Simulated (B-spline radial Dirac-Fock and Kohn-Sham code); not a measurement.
Atomic SCF run for C

ΔSCF core binding energies without Breit or QED terms, calculated with a radial atomic solver.

Input (task.json):

```json
{"items": [{"Z": 6, "q": 0, "cfg": [[1, 0, 2], [2, 0, 2], [2, 1, 2]], "A": 12, "rrms": 2.4702, "do": "settings", "holes": ["K", "L3", "M5"],
  "settings": [{"rel": "dirac", "method": "pw91,pw91", "nuc": "fermi", "radius_factor": 1.0, "rmax": 45.0, "h": 0.12, "order": 8, "points": 10, "c_factor": 1.0, "maxit": 60, "damp": 0.5, "ndamp": 3, "tol": 0.0001}]}]}
```

Command: `python xray2_run.py task.json out`

Ground-state iterations:

```
iter   energy (Ha)        error
   1      -36.58788444  9.73e-02
   2      -37.38875750  5.47e-02
   3      -37.76028377  1.49e-02
   4      -37.79573664  3.78e-03
   5      -37.79621877  2.16e-03
   6      -37.79709090  2.75e-04
   7      -37.79710833  1.56e-05
   8      -37.79710839  2.24e-06
```

The ground state converged in 8 iterations, with total energy -37.79711 Ha, virial ratio 2.00270 and highest orbital energy -5.34 eV. ΔSCF binding energies: K (1s) 304.7 eV. Holes are computed only in closed shells, and unreliable hole states are left out.
